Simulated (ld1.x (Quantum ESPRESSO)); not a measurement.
**Which change was made? (Sb, TM)**

Sb (Z = 51), norm-conserving Troullier–Martins (Kleinman–Bylander form), made with ld1.x (Quantum ESPRESSO) 7.5 (PBE, fully relativistic). Core [Kr] 4d10, reference 5s2 5p2.5 (charge +0.5). Waves: 5s (bound): rc 1.95 bohr; 5p (bound): rc 1.95 bohr; 5d channel at 0.3 Ry: rc 1.65 bohr. Local part: the d channel. Core correction: Bessel-smoothed model core inside 1.70 bohr.

Open shells are filled in proportion to 2j + 1 (rel_dist='average').

Cutoffs, loose and tight: the cutoffs (Ry, on a coarse ladder) from which the occupation-weighted sum of valence levels, in a spherical-Bessel basis at the reference potential, stays within 10 and 1 mRy of its value at 400 Ry. They do not see the model core or the augmentation charge, which bear on the density cutoff. Test errors are all-electron minus pseudo excitation energies from the reference, over the configurations 5s2 5p3; 5s2 5p2; 5s2 5p1; 5s2 5p0; 5s0 5p5; 5s2 5p3.3; 5s1 5p0; variants that change the core or the reference have their own tests. The largest error is taken over the tests solved by every variant that gives reliable tests at all: 5s0 5p5; 5s2 5p0; 5s2 5p1; 5s2 5p2; 5s2 5p3; 5s2 5p3.3.

The base gives: outcome: generated; cutoff, loose: 30 Ry; cutoff, tight: 50 Ry; bound ghosts: s, p3/2, p1/2; largest test error (meV): -119.

Q: After one change the result is: outcome: generated; cutoff, loose: 25 Ry; cutoff, tight: 35 Ry; bound ghosts: s, p3/2, p1/2, d5/2 (extra level of the local part), d3/2 (extra level of the local part); largest test error (meV): -100. Which change was it?
A. wave 5d channel at 0.3 Ry: rc 1.65 bohr becomes 5d channel at 0.3 Ry: rc 1.12 bohr
B. core correction none
C. type RRKJ; local potential all-electron potential smoothed inside 1.80 bohr (lloc = -1); rho0 0.001
D. all radii but the core radius scaled by about 1.05 (s 2.04, p 2.04, d 1.72 bohr)

A: A. The others give: core correction none → outcome: generated; cutoff, loose: 30 Ry; cutoff, tight: 50 Ry; bound ghosts: s, p3/2, p1/2; largest test error (meV): +40 | all radii but the core radius scaled by about 1.05 (s 2.04, p 2.04, d 1.72 bohr) → outcome: generated; cutoff, loose: 25 Ry; cutoff, tight: 35 Ry; bound ghosts: s, p3/2, p1/2; largest test error (meV): -111 | type RRKJ; local potential all-electron potential smoothed inside 1.80 bohr (lloc = -1); rho0 0.001 → outcome: failed: compute_chi: n is too large.
